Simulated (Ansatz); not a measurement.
H3Al, singlet, geometry from GFN2-xTB (such geometries of metal compounds can be far from the true shape); Ansatz (a program for electronic structure) with CCSD(T)/def2-TZVP.

Here is a job for Ansatz.
Ansatz 0.2 input:
```yaml
crystal:
  periodic: [false, false, false]
  atoms:
    - {symbol: Al, position_ang: [-0.00000000, -0.00000000, -0.00000000]}
    - {symbol: H, position_ang: [0.64279377, -0.45514932, 1.33855567]}
    - {symbol: H, position_ang: [-0.27575805, 1.50677855, -0.25622634]}
    - {symbol: H, position_ang: [-0.36703572, -1.05162922, -1.08232933]}
basis:
  gaussian:
    orbitals: def2-TZVP
magnetization: {spin_polarized: false}
correlation: {method: ccsd_t}
```

Output, abridged:

```
Functional definition: HF
376 factors; integrals over basis functions are off by at most 1.4e-3 eV
mean field evaluation 1: about -6629.3700 eV, gradient 8.8e0 eV
mean field evaluation 2: about -6629.3722 eV, gradient 8.8e0 eV
mean field evaluation 4: about -6629.8041 eV, gradient 4.2e-1 eV
mean field evaluation 8: about -6629.8040 eV, gradient 2.0e-4 eV
mean field evaluation 16: about -6629.8040 eV, gradient 3.4e-6 eV
mean field -6629.80404422 eV, -243.6408047826 hartree, gradient 3.4e-6 eV, S^2 0.000000; 0 other end points of the search recorded, 0 dependent functions left out
5 core orbitals not correlated
reference -6629.80404422 eV, -243.6408047826 hartree; 3, 3 occupied and 47, 47 virtual orbitals, 376 factors
second order -2.31291036 eV of doubles, -0.00000000 eV of singles
cycle   1  -2.78940667 eV  change   -4.8e-1 eV  update   5.1e-2
cycle   2  -2.97431829 eV  change   -1.8e-1 eV  update   1.7e-2
cycle   3  -2.97639063 eV  change   -2.1e-3 eV  update   3.5e-3
cycle   4  -2.97618961 eV  change    2.0e-4 eV  update   1.1e-3
cycle   5  -2.97604222 eV  change    1.5e-4 eV  update   2.8e-4
cycle   6  -2.97600543 eV  change    3.7e-5 eV  update   6.0e-5
cycle   7  -2.97602737 eV  change   -2.2e-5 eV  update   1.6e-5
cycle   8  -2.97603072 eV  change   -3.4e-6 eV  update   4.6e-6
perturbative correction -0.03797376 eV, -0.0013955101 hartree
Total energy: -6632.81804871 eV, -243.7515674045 hartree
```
